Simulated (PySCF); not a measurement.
These are PBE-D3(BJ)/def2-TZVP // B3LYP-D3(BJ)/def2-TZVP run with PySCF 2.14.0 values and carry that method's errors. Isolated molecules, 0 K electronic values unless said otherwise. One relaxed conformer stands for a flexible species; it need not be the lowest. Excitations are Tamm–Dancoff values on a coarser integration grid. The basis has no diffuse functions, so Rydberg states are missing or too high.

Reference species (SMILES): `N[Si](N)(S)N` (neutral, multiplicity 1).

The S1 excitation (TDA) is 5.44 eV. The LUMO comes out as -0.19 eV and the T1 excitation (TDA) is 5.25 eV.

After one change: the S1 excitation (TDA) drops by 0.18 eV; the LUMO decreases by 0.76 eV; the T1 excitation (TDA) drops by 0.24 eV.

Which change was made? The new species is one of these.
A) `N[Si](N)(S)S`
B) `N[Si](S)(S)S`
C) `S[Si](S)(S)S`

B, `N[Si](S)(S)S`
